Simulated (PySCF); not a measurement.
## Telling isomers of C7H11OP apart by NMR

Computed data (PySCF 2.14.0 with density-fitted response routines): structure optimised with PBE0-D3(BJ)/def2-SVP, shielding tensors at PBE0/pcSseg-1 (GIAO). Isolated molecule, one conformer, no relativistic terms, averaged over atoms made equivalent by symmetry, fast rotation or ring inversion.

Shifts are taken against calculated references (same method and geometry level): ¹H and ¹³C against TMS. Splittings of carbon signals by F and P are missing where no couplings were computed. Where no couplings were computed, multiplicities follow the n + 1 count of equivalent neighbours, and m marks all less simple cases (inequivalent or close neighbours, rings, F or P nearby). Shifts are as computed. Against solution values, carbons near 30 ppm lie about +2 ppm off and those near 130 ppm about +5 ppm. Of 1309 compounds with measured shifts, 239 miss one by over three times the rms of a fit or turn the order of signals round; such compounds aren't used in these exercises.

(1) Tabulate the signals of `Cc1pcoc1C(C)C`, `CC(C)(C)c1cpco1` and their relative energies.

(2) What is the quickest way to tell Cc1pcoc1C(C)C from CC(C)(C)c1cpco1?

Answers

(1) 
| SMILES | carbon types | δC | δH | E rel. (kcal/mol) |
| --- | --- | --- | --- | --- |
| Cc1pcoc1C(C)C | 2×C 2×CH 3×CH3 | 184.1, 168.1, 134.1, 29.7, 22.7, 12.9 | 8.47 (m, 1H), 2.90 (sept, 1H), 2.29 (m, 3H), 1.25 (d, 6H) | 0.0 |
| CC(C)(C)c1cpco1 | 2×C 2×CH 3×CH3 | 186.8, 176.3, 121.1, 35.2, 30.5 | 8.67 (m, 1H), 6.69 (m, 1H), 1.31 (s, 9H) | 0.4 |

Energies are electronic energies at PBE0/pcSseg-1 on these geometries, without zero-point or thermal terms, each for the one conformer computed, which needn't be the lowest.

(2) Count the carbon signals: 6 against 5. The first has an sp3 CH on an aromatic ring at 29.7 ppm, the second an aromatic CH at 121.1 ppm. Their most deshielded carbons lie at 184.1 and 186.8 ppm.
